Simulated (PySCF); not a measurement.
Calculated NMR parameters of CO[SiH2][Si](C#N)(OC)OC

* Formula: C4H11NO3Si2
* SMILES: CO[SiH2][Si](C#N)(OC)OC
* InChI: InChI=1S/C4H11NO3Si2/c1-6-9-10(4-5,7-2)8-3/h9H2,1-3H3
* Point group of the computed structure: C1
* Degrees of unsaturation: 2
* Carbon signals: 3
* Proton signals: 3

Molfile (atoms numbered from 1):
```
C4H11NO3Si2
     RDKit          3D

 21 20  0  0  0  0  0  0  0  0999 V2000
    3.2577    1.0319    1.3382 C   0  0  0  0  0  0  0  0  0  0  0  0
    2.0003    0.6509    0.8658 O   0  0  0  0  0  0  0  0  0  0  0  0
    1.2539   -0.7783    1.0860 Si  0  0  0  0  0  4  0  0  0  0  0  0
   -0.5951   -0.4656   -0.1933 Si  0  0  0  0  0  4  0  0  0  0  0  0
   -0.2692   -0.2909   -2.0509 C   0  0  0  0  0  0  0  0  0  0  0  0
   -0.0256   -0.1817   -3.1659 N   0  0  0  0  0  0  0  0  0  0  0  0
   -1.4219   -1.8244    0.0818 O   0  0  0  0  0  0  0  0  0  0  0  0
   -2.7031   -2.1864   -0.3547 C   0  0  0  0  0  0  0  0  0  0  0  0
   -1.5729    0.7803    0.1930 O   0  0  0  0  0  0  0  0  0  0  0  0
   -1.2518    2.1384    0.3015 C   0  0  0  0  0  0  0  0  0  0  0  0
    4.0309    0.3768    0.9330 H   0  0  0  0  0  0  0  0  0  0  0  0
    3.4475    2.0572    1.0199 H   0  0  0  0  0  0  0  0  0  0  0  0
    3.2932    0.9779    2.4281 H   0  0  0  0  0  0  0  0  0  0  0  0
    2.1309   -1.8884    0.6768 H   0  0  0  0  0  0  0  0  0  0  0  0
    1.0502   -1.0047    2.5310 H   0  0  0  0  0  0  0  0  0  0  0  0
   -2.9825   -3.1070    0.1576 H   0  0  0  0  0  0  0  0  0  0  0  0
   -2.7001   -2.3558   -1.4333 H   0  0  0  0  0  0  0  0  0  0  0  0
   -3.4242   -1.4029   -0.1203 H   0  0  0  0  0  0  0  0  0  0  0  0
   -2.0619    2.6306    0.8405 H   0  0  0  0  0  0  0  0  0  0  0  0
   -1.1513    2.5866   -0.6896 H   0  0  0  0  0  0  0  0  0  0  0  0
   -0.3141    2.2723    0.8447 H   0  0  0  0  0  0  0  0  0  0  0  0
  1  2  1  0
  2  3  1  0
  3  4  1  0
  4  5  1  0
  5  6  3  0
  4  7  1  0
  7  8  1  0
  4  9  1  0
  9 10  1  0
  1 11  1  0
  1 12  1  0
  1 13  1  0
  3 14  1  0
  3 15  1  0
  8 16  1  0
  8 17  1  0
  8 18  1  0
 10 19  1  0
 10 20  1  0
 10 21  1  0
M  END
```

[PySCF 2.14: GIAO PBE0/pcSseg-1 shieldings; geometry: GFN2-xTB; one computed conformer; relativity neglected; isolated molecule; averaged over atoms made equivalent by symmetry, fast rotation or ring inversion]

Referencing at the same level of theory: TMS for ¹H (σref 31.72), ¹³C (σref 186.93), ²⁹Si (σref 349.16); NH3 for ¹⁵N (σref 267.73); H2O for ¹⁷O (σref 336.08).

| carbon | δC, type | δH (multiplicity) | HMBC from (2–3 bonds) | span of the C tensor (ppm) |
| --- | --- | --- | --- | --- |
| C1 | 56.4, CH3 | 3.65 (s) | H14/H15 | 84 |
| C5 | 124.9, C | – | H14/H15 | 341 |
| C8/C10 | 52.3, CH3 | 3.94 (s) | – | 78 |

Other nuclei:
| atoms | nucleus | environment | δ (ppm) | σ (ppm) |
| --- | --- | --- | --- | --- |
| H14/H15 | ¹H | hydrogen on a silicon bonded to O, Si | 5.02 | 26.69 |
| Si3 | ²⁹Si | silicon bonded to O, Si, 2 H | -29.2 | 378.4 |
| Si4 | ²⁹Si | silicon bonded to C, 2 O, Si | -52.2 | 401.4 |
| N6 | ¹⁵N | nitrile nitrogen | 351.0 | -83.3 |
| O7/O9 | ¹⁷O | oxygen bonded to C, Si | 35.2 | 300.8 |
| O2 | ¹⁷O | oxygen bonded to C, Si | -16.0 | 352.1 |

1. Carbon types of the structure: 1 × C, 3 × CH3, leaving 2 H on heteroatoms.
2. δC 124.9: nitrile carbon; this is the usual window of a C≡N carbon, which has no attached hydrogen.
3. δC 56.4, 52.3: methyl carbon bonded to O; deshielded by the electronegative neighbour.
4. δH 5.02: hydrogen on a silicon bonded to O, Si.
5. δH 3.94, 3.65: hydrogen on a methyl carbon bonded to O; its carbon carries O, which withdraws density.

Shifts are as computed. Against solution values, carbons near 30 ppm lie about +3 ppm off and those near 130 ppm about +5 ppm. Of 1309 compounds with measured shifts, 239 miss one by over three times the rms of a fit or turn the order of signals round; such compounds aren't used in these exercises. Experimental scales use liquid or dissolved standards, which lie at an offset from isolated NH3 (liquid NH3: subtract about 20 ppm) and H2O (liquid H2O: subtract about 36 ppm). Unscaled 15N shifts of sp2 nitrogen come out 20 to 40 ppm too high even then. Multiplicities follow the n + 1 count of equivalent neighbours, as no J values were calculated; m marks all less simple cases, F and P coupling included.
